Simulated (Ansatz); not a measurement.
# Appearance energy of a fragment ion: C4H12Sn → [C4H9]+ + SnH3 + e⁻

Species: C4H12Sn `C[C](C)(C)[SnH3]`, singlet; [C4H9]+ `C[C+](C)C`, singlet; SnH3 `[SnH3]`, doublet. 

Shapes, held fixed at every level: PBE0-D4/def2-TZVP. Programs: Ansatz 0.2.0. Electronic energies: no zero-point or thermal term.

| level | kind | ΔE (eV) | less CCSD(T)/def2-SVP | CPU time (sum over the molecules) |
| --- | --- | --- | --- | --- |
| MP2/def2-TZVPP | perturbation theory | +9.75 | +0.49 | – |
| HF/def2-TZVPP | Hartree–Fock | +7.66 | -1.60 | – |
| SPW92/def2-TZVPP | LDA | +9.51 | +0.25 | 24 s |
| B3LYP-D4/def2-TZVPP | global hybrid | +9.23 | -0.03 | 89 s |
| PBE0-D4/def2-TZVPP | global hybrid | +9.27 | +0.01 | 52 s |
| wB97M-V/def2-TZVPP | range-separated hybrid | +9.26 | 0.00 | 3.3 min |
| CCSD(T)/def2-SVP | coupled cluster or CI | +9.26 | 0.00 | 3.6 min |

The highest level, CCSD(T)/def2-SVP, gives ΔE = +9.26 eV; the levels span +7.66 to +9.75. The column of differences is taken from that level and isn't an error. No measured value is set beside it here. Open shells run unrestricted. For atoms past krypton def2 sets carry core potentials with scalar relativity. Outer-core shells of Sn are correlated, in sets that cover them unevenly. The onset seen in experiment also holds zero-point changes and kinetic shifts. Times are processor times on shared x86 and Arm servers, and rough.
